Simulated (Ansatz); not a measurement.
Cost and result for the atomization energy of C2H6SeSi, SMILES `C1[SiH2]C[Se]1` (10 atoms, 10 bonds).

```xyz
10

C     1.1705    0.7282    0.2910
Si    0.1686   -0.8618    0.2314
C    -1.2951    0.0188   -0.5545
Se   -0.4993    1.7477   -0.0102
H     1.6360    0.9848    1.2407
H     1.8718    0.8931   -0.5262
H    -0.1653   -1.3332    1.6005
H     0.7580   -1.9976   -0.5346
H    -1.3745   -0.0409   -1.6393
H    -2.2708   -0.1391   -0.0989
```

Total charge 0; spin multiplicity 1. Correlated methods include outer-core shells of Se, which these sets cover unevenly. Scalar relativity is left out up to krypton. The structure was optimised at the PBE0-D4/def2-TZVP level. Program: Ansatz. All runs use 4 threads of an Arm Neoverse V2 on a shared host. Times are those of one run each, without the atoms' runs, and a repeat can differ threefold. Electronic energies, without spin–orbit coupling; frozen cores. CCSD(T)/CBS adds CCSD(T) − MP2 in def2-TZVPP to the MP2 limit, and its time is that of the two runs behind it. T1 = 0.010. With those shells the extrapolation isn't a true limit. B3LYP takes the VWN-RPA correlation (the form of Gaussian; ORCA's B3LYP/G).

CCSD(T)/CBS is a level of theory with its own doubt, some kJ/mol a heavy atom from the limit and from the frozen cores, so smaller differences don't rank the functionals.

```csv
level,functions,wall time,atomization (kJ/mol),difference from CCSD(T)/CBS,per bond
PBE-D4/def2-TZVPP (with forces),236,2.3 s,3535.0,42.8,4.3
PBE0-D4/def2-TZVPP,236,2.9 s,3496.7,4.5,0.5
B3LYP-D4/def2-TZVPP (with forces),236,4.3 s,3474.9,-17.3,-1.7
r2SCAN-D4/def2-TZVPP (with forces),236,4.7 s,3494.6,2.4,0.2
B2PLYP/def2-TZVPP,236,4.8 s,3437.3,-54.9,-5.5
ωB97X-V/def2-TZVPP,236,7.5 s,3501.4,9.2,0.9
ωB97M-V/def2-TZVPP (with forces),236,11 s,3487.3,-4.9,-0.5
MP2/def2-QZVPP,453,19 s,3489.1,-3.1,-0.3
CCSD(T)/def2-TZVPP,236,120 s,3403.2,-89.0,-8.9
CCSD(T)/CBS(def2),–,2.3 min,3492.2,0.0,0.0
```

The D4 term adds +40.2 kJ/mol with B3LYP and +20.6 kJ/mol with PBE0; it sums over pairs of atoms, weighted by their polarisabilities, and B3LYP, whose exchange is more repulsive, gets the larger term. In def2-TZVPP, CCSD(T) changes the Hartree–Fock value by +852.5 kJ/mol (the triples alone add +52.4 kJ/mol) and MP2 by +886.3 kJ/mol; breaking electron pairs costs correlation energy, which Hartree–Fock lacks. From PBE to PBE0 (25 % exact exchange), in def2-TZVPP and without D4, the atomization energy moves by −34.3 kJ/mol: exact exchange takes away binding that semilocal exchange gives to molecules.
